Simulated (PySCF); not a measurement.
trans-ethylamine (C$_{2}$H$_{7}$N), singlet, at a GFN2-xTB geometry, atoms displaced at random by about 0.02 Å a coordinate. Base run: PySCF with PBE0/STO-3G.

The PySCF input:
```python
from pyscf import gto, scf, dft
from pyscf.geomopt import geometric_solver

mol = gto.Mole()
mol.atom = '''
    C     1.220272   -0.316549   -0.008762
    C    -0.008987    0.575943   -0.021292
    N    -1.303876   -0.074804    0.007571
    H     2.142592    0.273711   -0.004828
    H     1.192056   -0.947943    0.862471
    H     1.257106   -0.973350   -0.899561
    H     0.008815    1.187621   -0.911439
    H     0.011858    1.175219    0.868818
    H    -1.372153   -0.727743    0.824585
    H    -1.352731   -0.694893   -0.782239
'''
mol.basis = 'sto-3g'
mol.charge = 0
mol.spin = 0
mol.verbose = 3
mol.build()

def method(m):
    mf = dft.RKS(m)
    mf.xc = 'pbe0'
    return mf

conv, mol_eq = geometric_solver.kernel(method(mol), maxsteps=100)
print('optimisation converged:', conv)
print(mol_eq.tostring(format='xyz'))
mf = method(mol_eq)
mf.kernel()
```

The base run was repeated with changes; each row names its change, and settings that it needs were set with it.

| change | ΔE vs base (kcal/mol) | optimiser steps | core-seconds (rough) |
|---|---|---|---|
| base | 0.000 | 6 | 20 |
| coordsys = prim | 0.000 | 8 | 30 |
| trust = 0.02 | 0.000 | 7 | 30 |
| convergence_set = TURBOMOLE | -0.001 | 10 | 40 |
| convergence_set = NWCHEM_LOOSE | 0.000 | 6 | 20 |
| convergence_set = GAU_TIGHT | -0.001 | 28 | 80 |
| coordsys = cart | 0.001 | 20 | 60 |
